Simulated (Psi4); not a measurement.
H$_{4}$Cl$_{3}$GeNOSi (SMILES N[SiH2][O][Ge]([Cl])([Cl])[Cl]), singlet, at a GFN2-xTB geometry, atoms displaced at random by about 0.08 Å a coordinate; PBE0/STO-3G, gradient in Psi4 1.11.

Input for Psi4:
```
memory 2 GB

molecule {
0 1
  Si   -2.40940212   -0.21677343    0.94614036
  N    -3.15443452    0.11144952   -0.59164486
  O    -0.90523112    0.08505804    0.98339205
  Ge    0.58800853   -0.00950513   -0.02954237
  Cl    0.76537295   -1.83411802   -0.58098511
  Cl    2.07996000    0.58951697    1.28341358
  Cl    0.43862063    1.48762461   -1.70030949
  H    -2.74050621    0.54668553    2.11898264
  H    -2.54473875   -1.79403859    1.07591110
  H    -2.81687298    0.89697644   -0.95503246
  H    -4.14697003   -0.07738504   -0.73699189
symmetry c1
no_reorient
no_com
}

set basis sto-3g

gradient('pbe0')
print_variables()
```

Task: What does Psi4 print? Leave out banner, timings and long lists.

Result: 
```
gradient() will perform analytic gradient computation.

   => Loading Basis Set <=

    Name: STO-3G
    Role: ORBITAL
    Keyword: BASIS

         ---------------------------------------------------------
                                   SCF
               by Justin Turney, Rob Parrish, Andy Simmonett
                          and Daniel G. A. Smith
                              RKS Reference
         ---------------------------------------------------------

  ==> Geometry <==

    Molecular point group: c1
    Full point group: C1

    Geometry (in Angstrom), charge = 0, multiplicity = 1:

       Center              X                  Y                   Z               Mass
    ------------   -----------------  -----------------  -----------------  -----------------
         SI          -2.409402120000    -0.216773430000     0.946140360000    27.976926534650
         N           -3.154434520000     0.111449520000    -0.591644860000    14.003074004430
         O           -0.905231120000     0.085058040000     0.983392050000    15.994914619570
         GE           0.588008530000    -0.009505130000    -0.029542370000    73.921177761000
         CL           0.765372950000    -1.834118020000    -0.580985110000    34.968852682000
         CL           2.079960000000     0.589516970000     1.283413580000    34.968852682000
         CL           0.438620630000     1.487624610000    -1.700309490000    34.968852682000
         H           -2.740506210000     0.546685530000     2.118982640000     1.007825032230
         H           -2.544738750000    -1.794038590000     1.075911100000     1.007825032230
         H           -2.816872980000     0.896976440000    -0.955032460000     1.007825032230
         H           -4.146970030000    -0.077385040000    -0.736991890000     1.007825032230

  Running in c1 symmetry.

  Rotational constants: A =      0.03882  B =      0.02261  C =      0.02083 [cm^-1]
  Rotational constants: A =   1163.72176  B =    677.70718  C =    624.51083 [MHz]
  Nuclear repulsion = 1084.442201359695446

  Charge       = 0
  Multiplicity = 1
  Electrons    = 116
  Nalpha       = 58
  Nbeta        = 58

  ==> Algorithm <==

  SCF Algorithm Type is DF.
  DIIS enabled.
  MOM disabled.
  Fractional occupation disabled.
  Guess Type is SAD.
  Energy threshold   = 1.00e-08
  Density threshold  = 1.00e-08
  Integral threshold = 1.00e-12

  ==> Primary Basis <==

  Basis Set: STO-3G
    Blend: STO-3G
    Number of shells: 38
[...]
  @DF-RKS Final Energy: -3834.63959558319266
    Total Energy =                      -3834.6395955831926585
[...]

   => Composite Functional: PBE0 <=

    PBE0 Hyb-GGA Exchange-Correlation Functional

    C. Adamo and V. Barone,  J. Chem. Phys. 110, 6158 (1999) (10.1063/1.478522)
    M. Ernzerhof and G. E. Scuseria,  J. Chem. Phys. 110, 5029 (1999) (10.1063/1.478401)

    Deriv               =              1
    GGA                 =           TRUE
    Meta                =          FALSE

    Exchange Hybrid     =           TRUE
    MP2 Hybrid          =          FALSE

   => Exchange Functionals <=

    0.7500   Perdew, Burke & Ernzerhof

   => Exact (HF) Exchange <=

    0.2500               HF

   => Correlation Functionals <=

    1.0000   Perdew, Burke & Ernzerhof

   => LibXC Density Thresholds  <==

    XC_HYB_GGA_XC_PBEH:  1.00E-15

   => Molecular Quadrature <=

    Radial Scheme          =       TREUTLER
    Pruning Scheme         =           NONE
    Nuclear Scheme         =       TREUTLER

    Blocking Scheme        =         OCTREE
    BS radius alpha        =              1
    Pruning alpha          =              1
    Radial Points          =             75
    Spherical Points       =            302
    Total Points           =         226983
    Total Blocks           =           1750
    Max Points             =            255
    Max Functions          =             54
    Weights Tolerance      =       1.00E-15

  -Total Gradient:
     Atom            X                  Y                   Z
    ------   -----------------  -----------------  -----------------
       1        0.106644314128     0.094683567241     0.006182638284
       2        0.017735886131     0.111060134377    -0.075107826796
       3       -0.184292002466    -0.033418703453     0.045876739699
       4        0.100091252321    -0.106974488080    -0.045711266291
       5       -0.016377616255     0.103808696378     0.039399812521
       6       -0.020219264926    -0.009618288441    -0.013301418112
       7       -0.002666350704     0.018327967291    -0.018500666833
       8        0.020305957479    -0.001330621156    -0.006255570074
       9        0.004722966767    -0.050637007993    -0.004902248060
      10       -0.031259273823    -0.121814500514     0.067520000997
      11        0.005230093276    -0.004367747661     0.004677361064

  Variable Map:
  ----------------------------------------------------------------------------
[...]
  Array Variable Map:
  ----------------------------------------------------------------------------
[...]
[...]
```
